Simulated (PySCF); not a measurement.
PySCF input for 4H-1,3,5-oxadiazine (C3H4N2O), SMILES C1=NCN=CO1, PBE-D3(BJ)/def2-SVP. Coordinates come from a PBE-D3(BJ)/def2-SVP optimisation. The values are those of a single conformer.

```python
import numpy as np
from pyscf import gto, scf, dft, df
from pyscf.hessian import thermo

mol = gto.M(
    atom='''
    C    -0.00000000   -1.16345061   -0.63335537
    N     0.00000000   -1.24590265    0.63071941
    C     0.00000000   -0.00000002    1.39155953
    N     0.00000000    1.24590264    0.63071944
    C    -0.00000000    1.16345063   -0.63335535
    O    -0.00000000    0.00000002   -1.39120711
    H    -0.00000000   -2.04908108   -1.29422727
    H     0.88407229   -0.00000003    2.06947332
    H    -0.88407230   -0.00000003    2.06947332
    H    -0.00000000    2.04908109   -1.29422724
    ''',
    basis='def2-SVP',
    charge=0,
    spin=0,
    max_memory=1600,
    verbose=3,
)
mf = dft.RKS(mol, xc='pbe').density_fit(auxbasis='def2-universal-jkfit')
mf.disp = 'd3bj'
mf.grids.level = 3
mf.conv_tol = 1e-11
mf.max_cycle = 100
mf.kernel()

# [left out here: the lines that compute and print the analytic Hessian (its translational invariance restored by hand, since the grid's response is missing), thermochemistry and intensities]
```

It prints:

```
converged SCF energy = -300.856939535474

WARN: DFTD3 does not support analytical Hessian, using finite difference


WARN: Mole.unit (angstrom) is changed to Bohr

Mode                                 0                   1                   2
Irrep
Freq [cm^-1]                       84.7616            414.8882            517.7247
Reduced mass [au]                   2.7483              3.2800              2.0351
Force const [Dyne/A]                0.0116              0.3327              0.3214
Char temp [K]                     121.9531            596.9317            744.8906
Normal mode                   x     y     z       x     y     z       x     y     z
       0   C                 0.05  0.00  0.00   -0.11  0.00 -0.00    0.10  0.00  0.00
       1   N                 0.09 -0.00  0.00    0.12 -0.00  0.00   -0.08  0.00  0.00
       2   C                -0.11 -0.00 -0.00   -0.00 -0.00  0.00    0.02  0.00  0.00
       3   N                 0.09  0.00  0.00   -0.12  0.00 -0.00   -0.08 -0.00  0.00
       4   C                 0.05  0.00 -0.00    0.11 -0.00 -0.00    0.10 -0.00  0.00
       5   O                -0.13  0.00  0.00   -0.00  0.00 -0.00   -0.10 -0.00 -0.00
       6   H                 0.18  0.00  0.00   -0.33  0.00 -0.00    0.35 -0.00  0.00
       7   H                -0.28 -0.00  0.22   -0.00  0.13  0.00    0.21  0.00 -0.25
       8   H                -0.28  0.00 -0.22   -0.00 -0.13 -0.00    0.21 -0.00  0.25
       9   H                 0.18  0.00 -0.00    0.33 -0.00 -0.00    0.35  0.00  0.00
Mode                                 3                   4                   5
Irrep
Freq [cm^-1]                      552.6129            643.3234            865.5785
Reduced mass [au]                   8.7126              9.2904             11.7756
Force const [Dyne/A]                1.5676              2.2654              5.1981
Char temp [K]                     795.0869            925.5992           1245.3748
Normal mode                   x     y     z       x     y     z       x     y     z
       0   C                -0.00  0.07  0.00    0.00 -0.08 -0.09    0.00 -0.05  0.01
       1   N                 0.00  0.12  0.01    0.00  0.10 -0.09    0.00 -0.12  0.04
       2   C                -0.00 -0.00  0.11   -0.00  0.04 -0.00   -0.00  0.00  0.08
       3   N                 0.00 -0.12  0.01   -0.00  0.10  0.09    0.00  0.12  0.04
       4   C                -0.00 -0.07  0.00    0.00 -0.08  0.09    0.00  0.05  0.01
       5   O                 0.00  0.00 -0.13   -0.00 -0.08  0.00   -0.00 -0.00 -0.16
       6   H                -0.00  0.00  0.09   -0.00 -0.13 -0.03   -0.00 -0.07  0.03
       7   H                 0.00 -0.00  0.12    0.00 -0.03 -0.00    0.01  0.00  0.06
       8   H                -0.00 -0.00  0.12   -0.00 -0.03 -0.00   -0.01  0.00  0.06
       9   H                -0.00 -0.00  0.09    0.00 -0.13  0.03   -0.00  0.07  0.03
Mode                                 6                   7                   8
Irrep
Freq [cm^-1]                      883.2384            913.7584            917.2517
Reduced mass [au]                   1.6576              1.4280              5.0878
Force const [Dyne/A]                0.7619              0.7025              2.5221
Char temp [K]                    1270.7834           1314.6949           1319.7209
Normal mode                   x     y     z       x     y     z       x     y     z
       0   C                -0.12  0.00 -0.00    0.11 -0.00 -0.00   -0.00 -0.08 -0.03
       1   N                 0.04 -0.00 -0.00   -0.02 -0.00 -0.00    0.00 -0.08 -0.01
       2   C                -0.03 -0.00  0.00    0.00  0.00 -0.00   -0.00  0.19 -0.00
       3   N                 0.04  0.00 -0.00    0.02 -0.00  0.00   -0.00 -0.08  0.01
       4   C                -0.12 -0.00 -0.00   -0.11 -0.00  0.00    0.00 -0.08  0.03
       5   O                 0.05 -0.00 -0.00    0.00  0.00 -0.00    0.00  0.08 -0.00
       6   H                 0.52  0.00  0.00   -0.58  0.00 -0.00    0.00  0.02 -0.17
       7   H                 0.06 -0.00 -0.12   -0.00  0.04  0.00   -0.00  0.19 -0.00
       8   H                 0.06  0.00  0.12   -0.00 -0.04 -0.00    0.00  0.19 -0.00
       9   H                 0.52 -0.00 -0.00    0.58  0.00  0.00   -0.00  0.02  0.17
Mode                                 9                  10                  11
Irrep
Freq [cm^-1]                      955.9278           1021.3787           1043.7247
Reduced mass [au]                   4.4001              1.7228              6.2457
Force const [Dyne/A]                2.3690              1.0589              4.0087
Char temp [K]                    1375.3673           1469.5365           1501.6875
Normal mode                   x     y     z       x     y     z       x     y     z
       0   C                -0.00 -0.08  0.06    0.01 -0.00  0.00    0.00  0.15  0.05
       1   N                -0.00  0.06  0.05    0.06  0.00  0.00    0.00 -0.05  0.04
       2   C                 0.00 -0.00 -0.17   -0.17 -0.00 -0.00   -0.00  0.00 -0.12
       3   N                -0.00 -0.06  0.05    0.06 -0.00  0.00    0.00  0.05  0.04
       4   C                -0.00  0.08  0.06    0.01  0.00  0.00   -0.00 -0.15  0.05
       5   O                 0.00 -0.00 -0.07    0.00  0.00 -0.00    0.00  0.00 -0.04
       6   H                 0.00 -0.17  0.19   -0.22 -0.00  0.00   -0.00  0.16  0.05
       7   H                -0.03 -0.00 -0.12    0.17 -0.00 -0.44   -0.01 -0.00 -0.11
       8   H                 0.03 -0.00 -0.12    0.17  0.00  0.44    0.01 -0.00 -0.11
       9   H                 0.00  0.17  0.19   -0.22  0.00  0.00    0.00 -0.16  0.05
Mode                                12                  13                  14
Irrep
Freq [cm^-1]                     1075.8666           1236.6612           1319.8145
Reduced mass [au]                   4.5443              1.0523              1.3046
Force const [Dyne/A]                3.0991              0.9482              1.3390
Char temp [K]                    1547.9326           1779.2801           1898.9192
Normal mode                   x     y     z       x     y     z       x     y     z
       0   C                -0.00  0.11 -0.06    0.00  0.00  0.00    0.00 -0.02 -0.03
       1   N                 0.00 -0.06 -0.03    0.04 -0.00 -0.00    0.00  0.01 -0.00
       2   C                -0.00  0.05 -0.00    0.00  0.00  0.00    0.00 -0.11 -0.00
       3   N                 0.00 -0.06  0.03   -0.04 -0.00  0.00   -0.00  0.01  0.00
       4   C                -0.00  0.11  0.06   -0.00  0.00 -0.00    0.00 -0.02  0.03
       5   O                 0.00 -0.15 -0.00    0.00 -0.00 -0.00   -0.00  0.07 -0.00
       6   H                -0.00  0.06 -0.00   -0.06  0.00 -0.00   -0.00 -0.24  0.26
       7   H                 0.00  0.28 -0.00   -0.00 -0.69  0.00    0.00  0.50 -0.00
       8   H                -0.00  0.28 -0.00   -0.00  0.69 -0.00   -0.00  0.50 -0.00
       9   H                -0.00  0.06  0.00    0.06  0.00 -0.00    0.00 -0.24 -0.26
Mode                                15                  16                  17
Irrep
Freq [cm^-1]                     1332.8599           1350.5139           1405.5300
Reduced mass [au]                   1.2559              1.2039              1.0820
Force const [Dyne/A]                1.3145              1.2938              1.2593
Char temp [K]                    1917.6886           1943.0888           2022.2447
Normal mode                   x     y     z       x     y     z       x     y     z
       0   C                -0.00 -0.04  0.01    0.00  0.04 -0.02   -0.00 -0.01  0.02
       1   N                 0.00  0.04  0.03   -0.00 -0.03 -0.05   -0.00  0.01  0.00
       2   C                 0.00 -0.09  0.00    0.00  0.00  0.03    0.00  0.00  0.07
       3   N                -0.00  0.04 -0.03   -0.00  0.03 -0.05   -0.00 -0.01  0.00
       4   C                 0.00 -0.04 -0.01    0.00 -0.04 -0.02   -0.00  0.01  0.02
       5   O                -0.00 -0.02  0.00   -0.00  0.00  0.03   -0.00 -0.00 -0.01
       6   H                 0.00  0.31 -0.46   -0.00 -0.36  0.52    0.00  0.06 -0.08
       7   H                 0.00  0.28 -0.00    0.07 -0.00 -0.07    0.42 -0.00 -0.52
       8   H                -0.00  0.28 -0.00   -0.07 -0.00 -0.07   -0.42 -0.00 -0.52
       9   H                 0.00  0.31  0.46    0.00  0.36  0.52    0.00 -0.06 -0.08
Mode                                18                  19                  20
Irrep
Freq [cm^-1]                     1671.5680           1769.1846           2949.4891
Reduced mass [au]                   7.9111              9.1403              1.0611
Force const [Dyne/A]               13.0236             16.8561              5.4386
Char temp [K]                    2405.0141           2545.4628           4243.6581
Normal mode                   x     y     z       x     y     z       x     y     z
       0   C                 0.00 -0.00  0.14    0.00  0.02 -0.15    0.00 -0.00  0.00
       1   N                -0.00 -0.01 -0.13   -0.00  0.01  0.12   -0.00 -0.00 -0.00
       2   C                 0.00 -0.00 -0.00    0.00  0.00 -0.02    0.00  0.00 -0.07
       3   N                -0.00 -0.01  0.13   -0.00 -0.01  0.12   -0.00  0.00 -0.00
       4   C                 0.00 -0.00 -0.14   -0.00 -0.02 -0.15    0.00  0.00  0.00
       5   O                -0.00 -0.01  0.00   -0.00 -0.00  0.02   -0.00 -0.00 -0.00
       6   H                -0.00  0.09  0.05   -0.00 -0.11  0.00    0.00  0.02  0.01
       7   H                 0.00  0.13 -0.00    0.04 -0.00 -0.05    0.56 -0.00  0.40
       8   H                -0.00  0.13 -0.00   -0.04 -0.00 -0.05   -0.56 -0.00  0.40
       9   H                 0.00  0.09 -0.05    0.00  0.11  0.00    0.00 -0.02  0.01
Mode                                21                  22                  23
Irrep
Freq [cm^-1]                     2976.4859           3098.7189           3103.4897
Reduced mass [au]                   1.1061              1.0938              1.0982
Force const [Dyne/A]                5.7737              6.1878              6.2319
Char temp [K]                    4282.5006           4458.3666           4465.2307
Normal mode                   x     y     z       x     y     z       x     y     z
       0   C                 0.00  0.00 -0.00    0.00 -0.05 -0.04    0.00 -0.05 -0.04
       1   N                -0.00  0.00  0.00    0.00  0.00  0.00   -0.00  0.00  0.00
       2   C                 0.09  0.00  0.00   -0.00  0.00  0.00    0.00 -0.00  0.00
       3   N                -0.00 -0.00  0.00   -0.00  0.00 -0.00   -0.00 -0.00  0.00
       4   C                 0.00 -0.00  0.00   -0.00 -0.05  0.04    0.00  0.05 -0.04
       5   O                -0.00 -0.00  0.00    0.00 -0.00  0.00   -0.00  0.00  0.00
       6   H                 0.00 -0.00 -0.00   -0.00  0.54  0.40   -0.00  0.54  0.40
       7   H                -0.53  0.00 -0.41    0.00  0.00  0.00   -0.02 -0.00 -0.01
       8   H                -0.53 -0.00  0.41   -0.00  0.00  0.00    0.02 -0.00 -0.01
       9   H                 0.00  0.00 -0.00   -0.00  0.54 -0.40    0.00 -0.54  0.40
temperature 298.1500 [K]
pressure 101325.00 [Pa]
Rotational constants [GHz] 5.87361 5.70643 2.94761
Symmetry number 2
Zero-point energy (ZPE) 0.07314 [Eh]   192026.664 [J/mol]
                           tot       elec      trans        rot        vib
Entropy [J/mol/K]       295.748      0.000    164.017    101.305     30.426
Cv [J/mol/K]             70.473      0.000     12.472     12.472     45.530
Cp [J/mol/K]             78.788      0.000     20.786     12.472     45.530
Internal energy [J/mol]                      3718.434   3718.434 197299.049
Internal energy [Eh]   -300.77896  -300.85694
Enthalpy [J/mol]                             6197.391   3718.434 197299.049
Enthalpy [Eh]          -300.77802
Gibbs free energy [J/mol]                  -42704.329 -26485.544 188227.542
Gibbs free energy [Eh] -300.81160
mode   freq/cm-1   IR/(km/mol)
   1       84.76         3.515
   2      414.89         0.000
   3      517.72        25.716
   4      552.61        18.025
   5      643.32         8.504
   6      865.58        21.051
   7      883.24         2.569
   8      913.76         0.000
   9      917.25         0.912
  10      955.93         7.139
  11     1021.38        11.805
  12     1043.72        10.471
  13     1075.87       350.839
  14     1236.66         0.000
  15     1319.81        41.369
  16     1332.86         7.602
  17     1350.51         1.835
  18     1405.53         0.004
  19     1671.57        14.300
  20     1769.18       231.391
  21     2949.49        44.666
  22     2976.49        15.562
  23     3098.72        21.649
  24     3103.49         9.145
max |gradient| / (hartree/bohr): 3.233924815822428e-05
APT charges: [ 0.6909 -0.5767  0.5357 -0.5767  0.6909 -0.7845  0.0277 -0.0175 -0.0175
  0.0277]
```

The calculation finished and met its thresholds.
